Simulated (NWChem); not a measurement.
bromine monochloride (BrCl); SMILES ClBr

```xyz
2

Cl     0.0000     0.0000     1.4518
Br     0.0000     0.0000    -0.7127
```
Atoms are numbered in this order, from 1.

Level: PBE0/def2-SVP (NWChem), optimised geometry, unscaled harmonic frequencies. This build's default masses of Se (78.918 u) and Br (79.917 u) are each other's, which moves their modes by up to 0.6 %.

```json
[
 {"frequency (cm⁻¹)": "434", "IR intensity (km/mol)": "1.1"}
]
```

```
Quantity                                                                            Value
-----------------------------------------------------------------------  ----------------
zero-point energy                                                            0.6 kcal/mol
thermal correction to the enthalpy at 298.15 K (with zero-point energy)      2.9 kcal/mol
heat capacity Cv                                                          6.4 cal/(mol K)
entropy at 298.15 K and 1 atm (symmetry number 1)                        57.3 cal/(mol K)
dipole moment                                                                      0.55 D
```

Rigid rotor and harmonic oscillator.
